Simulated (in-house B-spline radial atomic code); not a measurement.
## BLYP excitations of Mn VIII (Mn7+)

Method: BLYP. Computed with a B-spline radial code for spherical atoms: linear response of the closed shell [Ne] 3s2 3p6 with the functional's adiabatic kernel; scalar-relativistic (spin-free one-electron X2C), finite nucleus, no spin-orbit coupling, no double excitations, S, P, D and F terms only. Only terms of natural parity with L up to 3 were computed.

Command:
```bash
python run_td.py task.json out
```
Settings (radii: box in bohr, nucleus in fm):
```
Z                        25
electrons                18
configuration            [Ne] 3s2 3p6
hamiltonian              x2c
method                   b88,lyp
box_radius               12.81
rms_radius               3.7057
intervals                70
```

Run time, properties included: 0.7 s on 1 thread of Arm Neoverse N1, on a shared host.

The lowest states, in the order of their Tamm-Dancoff energies; the method's threshold (minus the highest occupied level) is 182.75 eV. Labels give the largest channel, * marks a mixed state, and oscillator strengths are full-response dipole values. Semilocal kernels can invert the small singlet-triplet splittings of Rydberg terms. Energies in eV:

| state | full response | Tamm-Dancoff | oscillator strength |
| --- | --- | --- | --- |
| 3p → 3d 3P | ? | ? | - |
| 3p → 3d 3F | 47.24 | 47.43 | - |
| 3p → 3d 1F | 51.49 | 51.50 | - |
| 3p → 3d 1P | 66.66 | 69.55 | 3.17 |
| 3s → 3d 3D | 81.10 | 81.17 | - |
| 3s → 3d 1D | 86.29 | 86.42 | - |
| 3p → 4s 3P | 95.56 | 95.58 | - |
| 3p → 4s 1P | ? | ? | ? |
| 3p → 4p 3S | 105.02 | 105.05 | - |
| 3p → 4p 3D | 105.75 | 105.76 | - |
| 3p → 4p 1D | 106.74 | 106.75 | - |
| 3p → 4p 1S | 111.28 | 111.58 | - |
| 3p → 4d 3P | 121.12 | 121.14 | - |
| 3p → 4d 3F | 121.20 | 121.21 | - |
| 3p → 4d 1F | 121.90 | 121.91 | - |
| 3p → 4d 1P | 122.94 | 123.03 | 0.322 |

(1) Where does 3p → 3d 3P lie?

(2) Where does 3p → 4s 1P lie?

(3) How large is the singlet-triplet splitting of 3p → 3d (F terms) in Tamm-Dancoff?

(4) What polarisabilities and dispersion coefficient does the method give?

Results:

(1) At 46.77 eV in full response, 46.94 eV in Tamm-Dancoff.

(2) At 96.78 eV in full response, 96.83 eV in Tamm-Dancoff, oscillator strength 0.277.

(3) 4.07 eV, from the unrounded values.

(4) Dipole 0.627 bohr³, quadrupole 0.4625 bohr⁵, C6 0.8314 hartree·bohr⁶ for two such species.
